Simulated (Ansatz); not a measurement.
## Energy profile

The step: AlH₃ + NH₃ + NH₃ → AlNH₄ ([NH2][AlH2]) + NH₃ + H₂; bonds formed: H2–H7, H5–N8; dative contacts that become bonds: Al1–N6; bonds broken: Al1–H2, H5–N6, H7–N8 (atoms numbered as in the saddle structure below).

```
12
angstrom
Al -0.9021 -0.6655 -1.0956
H 0.5420 0.2936 -1.4465
H -0.4758 -2.0965 -1.6664
H -2.0423 0.2181 -1.7847
H 0.5567 0.4319 1.0704
N -0.9462 -0.5999 0.7744
H 0.9571 0.6177 -0.5879
N 1.3552 0.9478 0.6227
H -0.8564 -1.4966 1.2369
H -1.7661 -0.1543 1.1685
H 2.2526 0.5640 0.8892
H 1.3250 1.9398 0.8191
```

Electronic energies by CCSD(T) at an estimated basis limit (MP2 extrapolated from triple and quadruple zeta, plus CCSD(T) − MP2 in triple zeta), on PBE0-D4/def2-TZVP structures; AlN2H9, closed shell; no counterpoise correction. Computed with Ansatz 0.2.0 (basis: def2-TZVPP and def2-QZVPP); correlated methods freeze the cores. Extrapolation: Hartree–Fock as exp(−7.88 √X), correlation as X^−2.97.

Problem. Give the profile in kcal/mol, counted from the separated reactants. (An estimate is asked for; the value comes from the calculation.)

Solution. Computed:
```json
{"point": "separated: AlH3 (Al1, H2, H3, H4; singlet) + NH3 (H5, N6, H9, H10; singlet) + NH3 (H7, N8, H11, H12; singlet)", "kcal/mol": "0.00"}
{"point": "start structure", "kcal/mol": "-39.32"}
{"point": "saddle", "kcal/mol": "-12.52"}
{"point": "end structure", "kcal/mol": "-23.46"}
{"point": "separated: AlNH4 (linked as [NH2][AlH2]; Al1, H3, H4, N6, H9, H10; singlet) + H2 (H2, H7; singlet) + NH3 (H5, N8, H11, H12; singlet)", "kcal/mol": "-19.98"}
```
The saddle lies below the separated reactants: the barrier is submerged.

T1 diagnostic: at most 0.012. The start structure is not quite a true minimum (one mode of 64i cm⁻¹). The end structure is not quite a true minimum (one mode of 36i cm⁻¹).

The step is the kind of exchange with an N–H group that builds nitride films in atomic layer and chemical vapour deposition.

For scale, one of the runs: CCSD(T)/def2-TZVPP, 230 basis functions (an equivalent command: `ansatz run in.yaml --threads 4`). Hardware: 4 CPU threads, shared host. Wall time 56 s; peak host memory 3.9 GiB.
